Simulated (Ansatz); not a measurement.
Correlation energies of `OC(Br)[SiH2]F` by basis set

```xyz
9

O    -1.473   -0.753    0.075
C    -0.415   -0.022    0.562
Br   -0.907    1.881    0.902
Si    0.956    0.001   -0.739
F     2.202    0.786   -0.128
H    -2.154   -0.841    0.751
H    -0.074   -0.351    1.547
H     0.475    0.690   -1.954
H     1.390   -1.390   -1.016
```

Total charge 0; spin multiplicity 1. Correlated methods include outer-core shells of Br, which these sets cover unevenly. Scalar relativity is left out up to krypton. All single points use the PBE0-D4/def2-TZVP geometry. It is one conformer, not always the lowest. Frozen core, restricted reference, the Gaussian-basis code of Ansatz.

```
     basis      HF (Eh)  MP2 corr.
  def2-SVP  -3075.31515   -0.83585
def2-TZVPP  -3076.00997   -1.05585
def2-QZVPP  -3076.07877   -1.43878
```

Problem. Estimate the CCSD correlation energy and the (T) correction in each basis where they were run (hartree).

Solution. 
```json
{"basis": "def2-SVP", "CCSD corr.": "-0.86790", "(T)": "-0.02003"}
{"basis": "def2-TZVPP", "CCSD corr.": "-1.08305", "(T)": "-0.03828"}
```
